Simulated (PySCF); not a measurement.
H₇NO₂Si₂, SMILES N[Si](O)(O)[SiH3]. Atoms are numbered in the order given.

```xyz
12

N      1.3766     1.3960     0.0000
Si     0.4121    -0.0508     0.0000
O      0.7822    -0.8604    -1.4133
O      0.7822    -0.8604     1.4133
Si    -1.9159     0.1369     0.0000
H      1.3886     1.9816     0.8334
H      1.3886     1.9816    -0.8334
H      1.7243    -0.8900    -1.6390
H      1.7243    -0.8900     1.6390
H     -2.3633     0.8970    -1.2037
H     -2.5978    -1.1878     0.0000
H     -2.3633     0.8970     1.2037
```
Charge 0, spin multiplicity 1.

Geometry: TPSSh-D3(BJ)/def2-SVP. This is a generated structure with no PubChem entry under its InChIKey; it may be hypothetical. One conformer was computed; it need not be the lowest.

Two levels are set side by side: PBE/pcSseg-1 (PySCF) and HF/pcSseg-1 (PySCF). GIAO shifts against H2O (¹⁷O), NH3 (¹⁵N), TMS (²⁹Si), TMS (¹H) at the same level; non-relativistic, no solvent, atoms listed together averaged. Differences are taken from unrounded values.

| quantity | PBE |
|---|---|
| δ(¹⁵N) of N1 (ppm) | 50.2 |
| δ(²⁹Si) of Si2 (ppm) | -17.5 |
| δ(¹⁷O) of O3, O4 (ppm) | 89.6 |
| δ(²⁹Si) of Si5 (ppm) | -123.3 |
| δ(¹H) of H6, H7 (ppm) | 0.96 |
| δ(¹H) of H8, H9 (ppm) | 2.13 |

Task: These are the PBE values. What does HF give? (Estimate from the structure and the level; the computed values follow.)

Result: 
| quantity | HF | PBE minus HF |
|---|---|---|
| δ(¹⁵N) of N1 (ppm) | 27.9 | 22.3 |
| δ(²⁹Si) of Si2 (ppm) | -23.1 | 5.7 |
| δ(¹⁷O) of O3, O4 (ppm) | 55.7 | 34.0 |
| δ(²⁹Si) of Si5 (ppm) | -99.4 | -24.0 |
| δ(¹H) of H6, H7 (ppm) | 1.02 | -0.06 |
| δ(¹H) of H8, H9 (ppm) | 2.44 | -0.32 |

Rough cost on one machine, each run with all the roots and properties that it gave: HF against PBE within a factor of 2.
